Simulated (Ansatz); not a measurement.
Coupled-cluster run, C₂H₉AlS, SMILES `[CH3][AlH-]([CH3])[SH2+]`.

```yaml
crystal:
  periodic: [false, false, false]
  atoms:
    - {symbol: C, position_ang: [-0.546958, 1.608786, -0.463443]}
    - {symbol: Al, position_ang: [-0.190138, -0.322666, -0.628950]}
    - {symbol: C, position_ang: [1.657387, -0.977399, -0.444021]}
    - {symbol: S, position_ang: [-1.089164, -1.142344, 1.636429]}
    - {symbol: H, position_ang: [-1.607960, 1.834805, -0.316379]}
    - {symbol: H, position_ang: [0.011353, 2.071217, 0.357561]}
    - {symbol: H, position_ang: [-0.242628, 2.130009, -1.378525]}
    - {symbol: H, position_ang: [-1.241575, -1.209247, -1.454603]}
    - {symbol: H, position_ang: [2.224761, -0.766062, -1.357689]}
    - {symbol: H, position_ang: [2.197961, -0.493045, 0.375938]}
    - {symbol: H, position_ang: [1.708651, -2.058991, -0.286559]}
    - {symbol: H, position_ang: [-0.578621, -0.178881, 2.423096]}
    - {symbol: H, position_ang: [-2.282669, -0.530981, 1.551945]}
basis:
  gaussian: {orbitals: def2-TZVPP}
correlation: {method: ccsd_t}
output: {orbitals: {seedname: orbitals}}
```

```sh
$ ansatz run in.yaml --threads 4 --pin off --events-out ev --progress --plain
```

Output of Ansatz, abridged:

```
Functional definition: HF
1529 factors; integrals over basis functions are off by at most 1.0e-3 eV
mean field evaluation 1: about -19600.8775 eV, gradient 3.9e1 eV
mean field evaluation 2: about -19601.0142 eV, gradient 3.9e1 eV
mean field evaluation 4: about -19605.3044 eV, gradient 3.3e0 eV
mean field evaluation 8: about -19605.3659 eV, gradient 1.9e-1 eV
mean field -19605.36608291 eV, -720.4839145526 hartree, gradient 7.3e-6 eV, S^2 0.000000; 0 other end points of the search recorded, 0 dependent functions left out
12 core orbitals not correlated: weight in the atoms' cores, before any rotation towards them, 1.000 or more for the frozen orbitals, at most 0.000 for the correlated occupied ones
reference -19605.36608291 eV, -720.4839145526 hartree; 13, 13 occupied and 247, 247 virtual orbitals, 1529 factors
second order -17.63587948 eV of doubles, -0.00000000 eV of singles
cycle   1  -18.83422160 eV  change    -1.2e0 eV  update   8.6e-2
cycle   2  -19.33216900 eV  change   -5.0e-1 eV  update   2.6e-2
cycle   3  -19.38155156 eV  change   -4.9e-2 eV  update   8.2e-3
cycle   4  -19.37871774 eV  change    2.8e-3 eV  update   2.2e-3
cycle   5  -19.37811590 eV  change    6.0e-4 eV  update   7.2e-4
cycle   6  -19.37791785 eV  change    2.0e-4 eV  update   2.3e-4
cycle   7  -19.37789466 eV  change    2.3e-5 eV  update   7.8e-5
cycle   8  -19.37790960 eV  change   -1.5e-5 eV  update   2.9e-5
perturbative correction -0.72506297 eV, -0.0266455725 hartree
Total energy: -19625.46905548 eV, -721.2226851681 hartree
```

Run time 2.8 min (4 threads of a server CPU on a shared host); peak host memory 6.8 GiB.

MP2 recovers 87.7 % of the CCSD(T) correlation energy and the triples give 3.6 %; T1 = 0.0096.
